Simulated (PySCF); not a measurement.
## Computed properties of CHBClNO, SMILES C(=O)=NBCl

B(Cl)(H)(NCO) (CHBClNO), SMILES C(=O)=NBCl. Geometry: ωB97X-D3(BJ)/def2-SVP. One conformer was computed; it need not be the lowest. All values are computed for the isolated molecule unless a solvent is named; none is compared with measurement here.

**Structure.** The optimised structure has Cs symmetry. All 12 harmonic modes at ωB97X-D3(BJ)/def2-SVP (PySCF) are real, so it is a minimum. With heavy atoms numbered as in [BH:1]([Cl:2])[N:4]=[C:5]=[O:6], the shortest bond between them is C5–O6 at 1.165 Å and the longest B1–Cl2 at 1.756 Å.

**Vibrations.** The strongest infrared lines (harmonic, unscaled, degenerate partners summed) lie at 2485 cm⁻¹ (1884 km/mol, C 69 %, N 19 %, O 12 %), 1163 cm⁻¹ (312 km/mol, H 56 %, B 35 %), 1653 cm⁻¹ (174 km/mol, N 54 %, O 30 %, B 13 %). The softest mode is at 32 cm⁻¹ and the zero-point energy is 17.7 kcal/mol.

**Electronic structure.** HF/def2-TZVP (PySCF) places the frontier levels at -12.34 and 1.74 eV, a gap of 14.08 eV, and gives a dipole moment of 1.22 D and a mean polarisability of 42.9 bohr³.

**Excitations.** TDA-PBE0/def2-SVPD (PySCF) has S1 at 5.26 eV (236 nm, f = 0.001, dark); the most intense of the 10 singlets computed lies at 6.50 eV (f = 0.19). T1 (TDA) is at 4.99 eV, 0.27 eV under S1. No vertical singlet excitation falls in the visible range (under 3.1 eV).

**NMR.** GIAO shifts at PBE0/pcSseg-1 (PySCF) (non-relativistic, atoms alike by connectivity averaged): ¹³C at 133.1 ppm against TMS; ¹H at 5.6 ppm against TMS; ¹¹B at 26.8 ppm against BF3. Without spin–orbit terms, shifts of atoms bonded to Cl or Br come out too high.
